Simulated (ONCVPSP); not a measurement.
**platinum (Pt), ONCV: configuration errors across variants**

```json
{
 "Element": "platinum",
 "Generator": "ONCVPSP 4.0.1",
 "Type": "optimised norm-conserving Vanderbilt (ONCV)",
 "Functional": "PBE",
 "Relativity": "fully relativistic",
 "Frozen core": "[Kr] 4d10 4f14",
 "Valence charge": "18",
 "Reference configuration": "5s2 5p6 5d9 6s0.75 6p0.25",
 "Partial waves": "5s+6s: rc 1.70 bohr, ncon 4, nbas 8, qcut 8.1 1/bohr, 2 projectors; 5p+6p: rc 2.15 bohr, ncon 3, nbas 7, qcut 6.4 1/bohr, 2 projectors; 5d: rc 1.45 bohr, ncon 5, nbas 8, qcut 7.1 1/bohr, 3 projectors, debl 1.3 Ha",
 "Local potential": "polynomial inside 1.35 bohr (lpopt 5, dvloc0 6 Ha)",
 "Core correction": "Teter function fitted to the true core (icmod 2), fcfact 0.65"
}
```

Open shells are filled in proportion to 2j + 1.

All-electron excitation energies from the reference (eV): (1) 5s2 5p6 5d9 6s1 6p0 -1.204; (2) 5s2 5p6 5d9 6s0 6p0 8.006; (3) 5s2 5p6 5d10 6s0 6p0 -1.244.

A true bound ghost makes a file unfit for plane-wave use even where its test errors are small: the radial tests pick states by their node count and pass the ghost by.

Errors AE − PS in meV (a dash: test not solved or not reliable):

```tsv
change	(1)	(2)	(3)	bound ghosts	GHOST(+) flags above zero
base	-0.1	-0.9	-2.7	d5/2, d3/2	p1/2, d3/2
local potential polynomial inside 1.35 bohr (lpopt 5, dvloc0 -2.5 Ha)	-0.1	-0.9	-2.4	d5/2, d3/2	s, p1/2
local potential polynomial inside 1.35 bohr (lpopt 5, dvloc0 -0.5 Ha)	-0.1	-0.9	-2.4	d5/2, d3/2	s, d5/2
local potential polynomial inside 1.35 bohr (lpopt 5, dvloc0 1 Ha)	-0.1	-0.9	-2.4	d5/2, d3/2	d5/2
local potential polynomial inside 1.35 bohr (lpopt 5, dvloc0 2.5 Ha)	-0.1	-0.9	-2.2	s, d5/2, d3/2	d5/2
local potential polynomial inside 1.35 bohr (lpopt 5, dvloc0 4.5 Ha)	-0.1	-0.9	-2.5	d5/2, d3/2	d5/2, d3/2
local potential polynomial inside 1.35 bohr (lpopt 5, dvloc0 9 Ha)	-0.1	-1.0	-0.7	d3/2	d5/2
```

**Question.** Give the same row for: local potential polynomial inside 1.35 bohr (lpopt 5, dvloc0 7.5 Ha).

**Answer.** -0.1, -0.9, -5.9; bound ghosts: d5/2, d3/2; GHOST(+) flags above zero: d5/2, d3/2.
